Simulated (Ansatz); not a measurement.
Name a neutral molecule of C, In, N, O and H with LUMO energy (PBE/def2-TZVPP) between -2.80 and -2.50 eV and HOMO energy (PBE0/def2-TZVPP) between -6.45 and -6.15 eV (Ansatz, PBE0-D4/def2-TZVP geometry).

`[CH3][In]([NH2])[CH]=O` (-2.70 eV, -6.21 eV). Other molecules can fit too; these were computed, each in one conformer that needn't be the lowest.
